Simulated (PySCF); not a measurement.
Constitutional and geometric isomers with formula CH4OSi. Isolated molecules, 0 K electronic values unless said otherwise. One relaxed conformer stands for each flexible species; it need not be the lowest. Strings in code marks are SMILES.

All values below come from B3LYP-D3(BJ)/def2-TZVP in PySCF. All candidates: neutral, multiplicity 1. B3LYP has the VWN-RPA correlation part, as in Gaussian. Excitations are Tamm–Dancoff values on a coarser integration grid. The basis has no diffuse functions, so Rydberg states are missing or too high.

The HOMO–LUMO gap comes out as 6.73 eV and the HOMO comes out as -7.49 eV. The brightest of the four lowest singlets (TDA) is 6.09 eV.

Problem. Identify which member has these values.
A. `C[SiH]=O`
B. `C1O[SiH2]1`
C. `OC=[SiH2]` (H–O–C–Si torsion 164°)
D. `O=C[SiH3]`

Solution. B, `C1O[SiH2]1`. The others give `O=C[SiH3]`: 5.03 eV, -6.95 eV, 6.21 eV; `C[SiH]=O`: 5.91 eV, -7.63 eV, 6.27 eV; `OC=[SiH2]` (H–O–C–Si torsion 164°): 4.35 eV, -5.49 eV, 5.15 eV
